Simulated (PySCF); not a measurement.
Electron correlation in Rb²⁹⁺ (rubidium, charge +29)

Starting occupation: [He] 2s2 2p4, 2p1/2 with m_j = -1/2, +1/2, 2p3/2 with m_j = +1/2, +3/2. Calculation: PySCF 2.14, in an even-tempered Gaussian basis (17 s from 10 bohr⁻², ratio 2.4; 12 p from 13 bohr⁻², ratio 2.4; 5 d from 51 bohr⁻², ratio 2.6; 4 f from 76 bohr⁻², ratio 2.6); X2C-1e with screened-nucleus spin-orbit coupling, Gaussian nucleus. Frozen: nothing; 8 electrons correlated; the 32 highest virtual spinors left out.

MP2 pair energies summed by pair of shells (mhartree):

| pair | energy | share (%) |
| --- | --- | --- |
| 2p1/2-2p3/2 | -51.06 | 18.6 |
| 2p3/2-2s1/2 | -50.48 | 18.4 |
| 1s1/2-1s1/2 | -41.60 | 15.2 |
| 2p1/2-2s1/2 | -39.34 | 14.3 |
| 2p1/2-2p1/2 | -21.54 | 7.9 |
| 1s1/2-2p1/2 | -16.33 | 6.0 |
| 1s1/2-2p3/2 | -16.01 | 5.8 |
| 2p3/2-2p3/2 | -14.18 | 5.2 |
| 2s1/2-2s1/2 | -12.76 | 4.7 |
| 1s1/2-2s1/2 | -10.96 | 4.0 |

Total MP2 correlation energy: -274.28 mhartree.

At this charge the one-electron X2C treatment keeps the bare 1/r₁₂, with no two-electron picture change or Breit term. That inflates the 1s pair energies well beyond their four-component values.
